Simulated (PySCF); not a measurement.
First SCF of a structure search on triplet H₄RuO, at a hand-made trigonal bipyramidal (ligand arrangement 1) geometry. PySCF input:

```python
from pyscf import gto, scf, dft
mol = gto.M(atom='''
Ru     0.000000    -0.000000     0.211340
O     -0.000000     0.000000    -1.498660
H      0.000000     1.570000     0.211340
H      0.000000    -1.570000     0.211340
H     -1.359660     0.000000     0.996350
H      1.359680    -0.000000     0.996370''',
    basis={'Ru': 'def2-TZVP', 'O': 'def2-TZVP', 'H': 'def2-TZVP'},
    ecp={'Ru': 'def2-TZVP'},
    charge=0, spin=2)
mf = dft.UKS(mol, xc='PBE0')
mf.grids.atom_grid = (50, 194)
aux = {'Ru': 'def2-universal-JKFIT', 'O': 'def2-universal-JKFIT', 'H': 'def2-universal-JKFIT'}
mf = mf.density_fit(auxbasis=aux)
mf.conv_tol = 1e-08
mf.diis_space = 10
mf.max_cycle = 60
mf.init_guess = 'minao'
mf.verbose = 4
mf.kernel()
```

Excerpt of the output (cycles alone):

```
init E= -164.32626326561
cycle= 1 E= -171.863878886122  delta_E= -7.54  |g|= 0.993  |ddm|= 2.94
cycle= 2 E= -169.635875998471  delta_E= 2.23  |g|= 2.25  |ddm|= 4.47
cycle= 3 E= -172.217132827053  delta_E= -2.58  |g|= 0.443  |ddm|= 4.34
cycle= 4 E= -172.170535296731  delta_E= 0.0466  |g|= 0.565  |ddm|= 0.425
cycle= 5 E= -172.293387212459  delta_E= -0.123  |g|= 0.0168  |ddm|= 0.256
cycle= 6 E= -172.293555767617  delta_E= -0.000169  |g|= 0.0143  |ddm|= 0.0302
cycle= 7 E= -172.2936701331  delta_E= -0.000114  |g|= 0.00276  |ddm|= 0.013
cycle= 8 E= -172.293677172515  delta_E= -7.04e-06  |g|= 0.0015  |ddm|= 0.0037
cycle= 9 E= -172.293679218585  delta_E= -2.05e-06  |g|= 0.000516  |ddm|= 0.00184
cycle= 10 E= -172.293679798913  delta_E= -5.8e-07  |g|= 0.000209  |ddm|= 0.00134
cycle= 11 E= -172.293679878978  delta_E= -8.01e-08  |g|= 4.16e-05  |ddm|= 0.000531
cycle= 12 E= -172.293679883666  delta_E= -4.69e-09  |g|= 1.19e-05  |ddm|= 0.000136
Extra cycle  E= -172.293679883748  delta_E= -8.27e-11  |g|= 2.66e-05  |ddm|= 2.66e-05
converged SCF energy = -172.293679883748  <S^2> = 2.0223941  2S+1 = 3.0148924
```

No lower solution of this spin was found from smeared starts or by a stability analysis within the unrestricted form.

With open d or f shells other occupations or spin states may lie lower.

The search for the lowest solution, 3 starts and the stability check together, took 9 s on 4 threads of a shared Arm Neoverse V2 host, with 95 basis functions; the process peaked at 0.61 GiB. Launch command: `OMP_NUM_THREADS=4 python axn.py task.json out`.
